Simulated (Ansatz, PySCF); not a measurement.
The Ansatz (a program for electronic structure) input:
Ansatz 0.2 input:
```yaml
crystal:
  periodic: [false, false, false]
  atoms:
    - {symbol: Si, position_ang: [-0.00000000, 0.00000000, -0.00000000]}
    - {symbol: H, position_ang: [0.85687118, 0.83207387, 0.84090169]}
    - {symbol: H, position_ang: [-0.85685565, -0.82713035, 0.84578045]}
    - {symbol: H, position_ang: [-0.82961346, 0.85438800, -0.84584481]}
    - {symbol: H, position_ang: [0.82959793, -0.85933152, -0.84083733]}
basis:
  gaussian:
    orbitals: aug-cc-pVDZ
magnetization: {spin_polarized: false}
correlation: {method: ccsd_t, electrons: outside_noble_gas}
accuracy: high
```

**Question.** Convert this to an input for PySCF.

**Answer.** This is not unique; one that fits is 
```python
from pyscf import gto, scf, cc

mol = gto.M(
    atom='''
Si   -0.00000000    0.00000000   -0.00000000
H     0.85687118    0.83207387    0.84090169
H    -0.85685565   -0.82713035    0.84578045
H    -0.82961346    0.85438800   -0.84584481
H     0.82959793   -0.85933152   -0.84083733
''',
    basis='aug-cc-pvdz',
    verbose=4,
)

mf = scf.RHF(mol)
mf.kernel()

mycc = cc.CCSD(mf, frozen=5)
mycc.kernel()
et = mycc.ccsd_t()
print('E(CCSD(T)) = %.10f' % (mycc.e_tot + et))
```

Both were run: Ansatz gave -291.398293 Eh and PySCF -291.398293 Eh, 0.000 mEh apart.
